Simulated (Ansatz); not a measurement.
Basis-set extrapolation for `BCB(B)F` (PBE0-D4/def2-TZVP geometry, frozen core, Ansatz 0.2.0). Multiplicity 1, RHF reference.

|  | def2-TZVPP | def2-QZVPP |
| --- | --- | --- |
| HF | -214.949572 | -214.959488 |
| MP2 correlation | -0.712217 | -0.765997 |
| CCSD(T) correlation | -0.787000 | not run |

Energies in hartree. Use E(X) = E(∞) + A·exp(−7.88·√X) for Hartree–Fock and E(X) = E(∞) + B·X^(−2.97) for correlation, with X = 3 and 4, and add CCSD(T) minus MP2 of the smaller set to the MP2 limit.

Task: What is the CCSD(T) energy at the basis-set limit?

Result: HF limit: -214.959488 + (-0.009916) × 0.13774 = -214.96085. MP2 limit: -0.765997 + (-0.053780) × 0.74074 = -0.80583. Higher-order term: -0.787000 − (-0.712217) = -0.07478. Total: -215.84146 hartree, 2.85 eV below CCSD(T)/def2-TZVPP.
